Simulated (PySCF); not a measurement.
**Correlation energy of Co (cobalt, neutral)**

[Ar] 3d7 4s2, high-spin 4F determinant. Calculation: PySCF 2.14, in aug-cc-pVTZ-DK; the spin-free X2C one-electron Hamiltonian (Gaussian nucleus). Frozen: [Ar]; 9 electrons correlated.

| level | correlation energy (mhartree) |
| --- | --- |
| CCSD | -259.89 |
| (T) | -10.08 |
| CCSD(T) | -269.97 |

Diagnostics: T1 = 0.024, D1 = 0.0707, largest double amplitude 0.060.

Problem. Is a single reference adequate?

Solution. Yes: T1 lies below 0.03 and no double amplitude reaches 0.07.
